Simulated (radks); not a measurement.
Results of a calculation; reference values are marked as such.
Q: The palladium ion Pd22+, configuration [Ar] 3d6. Code: a radial shooting solver on a logarithmic mesh with Libxc functionals. Model: Dirac Kohn-Sham, PBEsol, spin-unpolarised, spherical densities, finite nucleus; open shells fill j = l - 1/2 first; Fermi nuclear charge, rms radius 4.5318 fm.

Spin-orbit splittings of the eigenvalues, e(l+1/2) - e(l-1/2), with zeta = 2 splitting/(2l+1) and mean radii in bohr:

shell  occ.  splitting (eV)  zeta (eV)  <r> j=l-1/2  <r> j=l+1/2
2p        6           160.2      106.8       0.1167       0.1216
3p        6           31.76      21.17       0.3503       0.3593
3d        6               ?          ?       0.3240       0.3268

Estimate the 3d splitting.

A: 6.761 eV (zeta = 2.704 eV).
